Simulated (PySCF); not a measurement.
# Peak assignment

Bonds (- single, = double, # triple, : aromatic): N1-Si2, Si2-P3, Si2-O4, O4-Si5, Si5-Si6. N1 carries H7, H8; Si2 carries H9; P3 carries H10, H11; Si5 carries H12, H13; Si6 carries H14, H15, H16. Stereochemistry as in N[Si@H](P)O[SiH2][SiH3]. H13 is pro-R; H12 is pro-S.

Method: geometry: GFN2-xTB, PBE0/pcSseg-1 with gauge-including orbitals, in PySCF (rapidly exchanging positions averaged, non-relativistic Hamiltonian, a single conformation, isolated molecule).

Chemical shifts δ = σref − σ; ¹H vs TMS, all at this level.

**Question.** Assign these signals to the numbered atoms. ¹H NMR (400 MHz, computed): δ 5.98 (m, 1H), 5.76 (m, 1H), 5.51 (m, 1H), 3.43 (m, 3H), 1.00 (m, 2H), 0.72 (br s, 2H).

**Answer.** 
5.98 → H9, hydrogen on a silicon bonded to N, O, P
5.76 → H12, hydrogen on a silicon bonded to O, Si
5.51 → H13, hydrogen on a silicon bonded to O, Si
3.43 → H14/H15/H16, hydrogen on a silicon bonded to Si
1.00 → H10/H11, hydrogen on a phosphorus bonded to Si
0.72 → H7/H8, hydrogen on a nitrogen bonded to Si: exchangeable, gas-phase position

Exchangeable OH/NH protons stand at their gas-phase positions; hydrogen bonding in a real sample shifts them, mostly to higher δ. No couplings were computed; multiplicities are counted from neighbouring protons, with m where these are inequivalent, close in shift, in a saturated or five-membered ring or joined by F or P, and br s for small geminal =CH2 splittings.
